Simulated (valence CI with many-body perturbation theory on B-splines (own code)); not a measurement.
## E1 line list for Ni XIII

Computed by relativistic CI+MBPT: six valence electrons over a frozen Dirac-Fock core [Ne], radial functions for each j: 9 s, 9 p, 8 d, 6 f, 3 g, 1 h, with the one-electron correlation potential Σ1 (screened to all orders), the two-electron term Σ2, the three-electron term Σ3, Breit, model QED; selected single and double excitations, second order for the rest, scaled by the run's own slope (own B-spline code, finite nucleus).

No measured levels were compared; by estimate levels of excited configurations hold to 0.05 to 0.15 % of their energy, terms of the ground configuration to about 0.5 %. Among the levels kept, up to 1500 cm⁻¹ of a level comes from second order outside the variational space, and about a tenth of that is noise between levels of different J, which matters for small intervals.

Lines 1 to 50 of 91 in falling wavelength, among levels below 632160 cm⁻¹, chosen from the strongest by gf and those to the six lowest levels. Wavelengths and rates use the calculated energies, so an error of 200 cm⁻¹ moves a line at 40.67 nm by 0.081 % and its rate by three times that or more. Electric multipoles are in the length gauge, E1 and E2 with the static RPA response of the core. Weak lines are less certain than strong ones. Lines between different terms over intervals too small for the method are left out, as are lines whose strength nearly cancels. Where a level lies close to another of its J and parity, the split of strength between their lines is uncertain. The highest levels of a list are the least certain.

Names give the largest LS component (configuration and term), which can be under half, so a name can repeat, a term be missing and a line seem to break the LS rules; names also repeat where a configuration has a term twice. Letters in brackets count levels of one name in rising energy.

```tsv
λ vac (nm)	Upper	Lower	A (s⁻¹)	log gf	Branch %
40.67	3s 3p5 3P°_1	3s2 3p4 1S_0	3.21e+07	-2.62	0.7
35.35	3s 3p5 3P°_2	3s2 3p4 1D_2	1.39e+08	-1.88	3.5
33.69	3s 3p5 3P°_1	3s2 3p4 1D_2	8.79e+06	-3.35	0.2
32.20	3s 3p5 3P°_2	3s2 3p4 3P_1	9.02e+08	-1.15	22.8
30.97	3s 3p5 1P°_1	3s2 3p4 1S_0	3.64e+08	-1.80	3.4
30.87	3s 3p5 3P°_1	3s2 3p4 3P_0	1.24e+09	-1.27	28.8
30.82	3s 3p5 3P°_1	3s2 3p4 3P_1	9.83e+08	-1.38	22.8
30.30	3s 3p5 3P°_2	3s2 3p4 3P_2	2.92e+09	-0.70	73.7
29.95	3s 3p5 3P°_0	3s2 3p4 3P_1	4.21e+09	-1.25	100.0
29.07	3s 3p5 3P°_1	3s2 3p4 3P_2	2.05e+09	-1.11	47.5
28.60	3s2 3p3 3d 5D°_1	3s2 3p4 1S_0	1.38e+05	-5.29	0.1
26.75	3s 3p5 1P°_1	3s2 3p4 1D_2	9.91e+09	-0.50	91.5
26.01	3s2 3p3 3d 3D°_1 [a]	3s2 3p4 1S_0	3.81e+06	-3.94	4.8
24.96	3s2 3p3 3d 5D°_1	3s2 3p4 1D_2	1.93e+06	-4.27	0.8
24.95	3s2 3p3 3d 5D°_2	3s2 3p4 1D_2	1.48e+06	-4.16	1.0
24.94	3s 3p5 1P°_1	3s2 3p4 3P_0	2.87e+05	-5.09	0.0
24.93	3s2 3p3 3d 5D°_3	3s2 3p4 1D_2	5.18e+05	-4.47	1.0
24.91	3s 3p5 1P°_1	3s2 3p4 3P_1	3.88e+07	-2.97	0.4
23.75	3s 3p5 1P°_1	3s2 3p4 3P_2	5.20e+08	-1.88	4.8
23.40	3s2 3p3 3d 3D°_2 [a]	3s2 3p4 1D_2	2.15e+07	-3.05	18.1
23.38	3s2 3p3 3d 5D°_1	3s2 3p4 3P_0	2.70e+07	-3.18	11.9
23.37	3s2 3p3 3d 5D°_0	3s2 3p4 3P_1	2.23e+08	-2.74	100.0
23.35	3s2 3p3 3d 5D°_1	3s2 3p4 3P_1	6.37e+07	-2.81	28.0
23.34	3s2 3p3 3d 5D°_2	3s2 3p4 3P_1	1.64e+05	-5.17	0.1
23.10	3s2 3p3 3d 3D°_3 [a]	3s2 3p4 1D_2	1.01e+06	-4.25	33.4
22.97	3s2 3p3 3d 3D°_1 [a]	3s2 3p4 1D_2	5.70e+05	-4.87	0.7
22.69	3s2 3p3 3d 3F°_2 [a]	3s2 3p4 1D_2	2.62e+05	-4.99	0.4
22.47	3s2 3p3 3d 3F°_3 [a]	3s2 3p4 1D_2	1.96e+07	-2.98	45.2
22.33	3s2 3p3 3d 5D°_1	3s2 3p4 3P_2	1.34e+08	-2.52	59.2
22.32	3s2 3p3 3d 5D°_2	3s2 3p4 3P_2	1.42e+08	-2.28	98.9
22.30	3s2 3p3 3d 5D°_3	3s2 3p4 3P_2	5.31e+07	-2.56	99.0
22.02	3s2 3p3 3d 3D°_1 [b]	3s2 3p4 1S_0	9.80e+07	-2.67	3.6
21.97	3s2 3p3 3d 3D°_2 [a]	3s2 3p4 3P_1	1.33e+07	-3.32	11.2
21.74	3s2 3p3 3d 3P°_1 [a]	3s2 3p4 1S_0	1.98e+04	-6.38	0.0
21.62	3s2 3p3 3d 3D°_1 [a]	3s2 3p4 3P_0	1.56e+04	-6.48	0.0
21.59	3s2 3p3 3d 3D°_1 [a]	3s2 3p4 3P_1	2.65e+07	-3.25	33.3
21.35	3s2 3p3 3d 3F°_2 [a]	3s2 3p4 3P_1	1.13e+06	-4.41	1.7
21.31	3s2 3p3 3d 3G°_3	3s2 3p4 1D_2	1.00e+08	-2.32	43.3
21.19	3s2 3p3 3d 1S°_0	3s2 3p4 3P_1	9.92e+07	-3.18	100.0
21.07	3s2 3p3 3d 3D°_2 [a]	3s2 3p4 3P_2	8.41e+07	-2.55	70.7
20.83	3s2 3p3 3d 3D°_3 [a]	3s2 3p4 3P_2	2.02e+06	-4.04	66.6
20.72	3s2 3p3 3d 3D°_1 [a]	3s2 3p4 3P_2	4.88e+07	-3.03	61.2
20.49	3s2 3p3 3d 3F°_2 [a]	3s2 3p4 3P_2	6.65e+07	-2.68	98.0
20.33	3s2 3p3 3d 1D°_2	3s2 3p4 1D_2	1.11e+09	-1.46	70.5
20.31	3s2 3p3 3d 3F°_3 [a]	3s2 3p4 3P_2	2.37e+07	-2.99	54.8
19.80	3s2 3p3 3d 3D°_1 [b]	3s2 3p4 1D_2	7.06e+08	-1.90	25.7
19.57	3s2 3p3 3d 3P°_1 [a]	3s2 3p4 1D_2	7.20e+08	-1.91	13.9
19.55	3s2 3p3 3d 3P°_1 [b]	3s2 3p4 1S_0	1.09e+09	-1.73	0.9
19.46	3s2 3p3 3d 3F°_3 [b]	3s2 3p4 1D_2	1.91e+08	-2.12	29.0
19.44	3s2 3p3 3d 3F°_2 [b]	3s2 3p4 1D_2	1.14e+08	-2.49	54.1
```
